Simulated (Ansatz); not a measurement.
Reaction (SMILES): [CH]=S (CHS) → [C]S (CHS)

Wanted: isomerisation energy (enthalpy at 298 K), in kcal/mol. Conventions: spin-orbit terms left out; six Cartesian d functions in 6-31G* and its kin unless marked 5d; non-relativistic; open shells spin-unrestricted; LANL2DZ with its own core potentials from Na on; 6-311+G** with 5d, 6d on Na to Ar in Ansatz (an electronic-structure program). First-principles rows: single points at B3LYP-D3(BJ) geometries (Ansatz), with unscaled harmonic terms from B3LYP/6-31G* (Ansatz) at its own minima. A UHF reference is markedly spin-contaminated in at least one set, which strains HF and MP2.

| level | program | isomerisation energy (enthalpy at 298 K) (kcal/mol) |
|---|---|---|
| HF/STO-3G | Ansatz | 38.6 |
| HF/3-21G | Ansatz | 46.0 |
| HF/LANL2DZ | Ansatz | 43.8 |
| HF/6-31G* | Ansatz | 36.1 |
| HF/6-311+G** | Ansatz | 32.3 |

No value to compare with is used here. The 5 habitual levels span 32.3 (HF/6-311+G**) to 46.0 kcal/mol (HF/3-21G).

The sets are all those run for this method; left out are runs that failed, that the program found above a lower state of the same kind, or whose <S^2> lies over 0.5 above the pure value.
